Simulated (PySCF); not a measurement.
## Dipole moment and polarisability of `C#C[Si@@H](O)S[SiH3]`

C₂H₆OSSi₂.
Atom-mapped SMILES: `[CH:1]#[C:2][Si@@H:3]([OH:4])[S:5][SiH3:6]` (hydrogens: H7 on C1; H8 on Si3; H9 on O4; H10, H11, H12 on Si6)

Geometry (GFN2-xTB, Å), atoms numbered from 1 in this order:
```
atom  x, y, z in Å
C1     1.486   -1.633    1.143
C2     1.352   -0.750    0.338
Si3    1.046    0.582   -0.911
O4     2.112    0.542   -2.124
S5    -0.910    0.215   -1.774
Si6   -2.234    0.338   -0.106
H7     1.622   -2.401    1.849
H8     1.120    1.909   -0.327
H9     1.912    0.109   -2.951
H10   -2.188    1.699    0.414
H11   -3.522    0.003   -0.688
H12   -1.793   -0.614    0.904
```

Level: wB97X-D/def2-SVPD (PySCF), static field, nuclei fixed, core orbitals frozen in the response. The polarisability tensor in these axes (au):

```
x   105.17  -4.54  -0.22
y    -4.54  88.04 -11.23
z    -0.22 -11.23  96.19
```

Problem. Give the principal values, the mean and the anisotropy Δα = √{½[(α1 − α2)² + (α2 − α3)² + (α1 − α3)²]}.

Solution. Principal values 79.59, 102.36 and 107.45 au; mean 96.47 au = 14.29 Å³ = 15.91 × 10⁻⁴⁰ C²·m²/J; Δα = 25.70 au (27 % of the mean).

Problem. What is the dipole moment, and where does it point?

Solution. (-0.54, -0.89, 0.94) D, 1.40 D in size, pointing from the negative to the positive side. Measured along this direction, the outermost atoms are H9 at the negative end and H7 at the positive end.

Problem. Traceless (Buckingham) quadrupole moment about the centre of nuclear charge: eigenvalues?

Solution. -7.72, 1.56, 6.16 D·Å. The values depend on the origin, since the dipole doesn't vanish. The electronic extent ⟨r²⟩ about the same centre is 1232 bohr², a root-mean-square distance of 2.22 Å for the 70 electrons.

Problem. What would n − 1 = 2πNα be for an ideal gas of these molecules at 350 K and 1 atm, electronic part alone?

Solution. N = p/kT = 2.0968 × 10¹⁹ cm⁻³, so n − 1 = 2π × N × 14.29 × 10⁻²⁴ cm³ = 1883 × 10⁻⁶ at long wavelengths, for an ideal gas.

Problem. Give the principal axes and the span of the nuclei along them.

Solution. Largest value along (0.81, -0.43, 0.41), where the nuclei span 6.21 Å; middle along (-0.57, -0.39, 0.72), 5.19 Å; least along (0.15, 0.82, 0.56), 2.81 Å. The response follows the extents in order.

Problem. What depolarisation ratio follows for Rayleigh scattering of linearly polarised light, taking the static tensor?

Solution. ρ = 3Δα²/(45ᾱ² + 4Δα²) = 1981.8/(418765 + 2642.4) = 0.0047.

Geometry: GFN2-xTB, one conformer, isolated molecule.
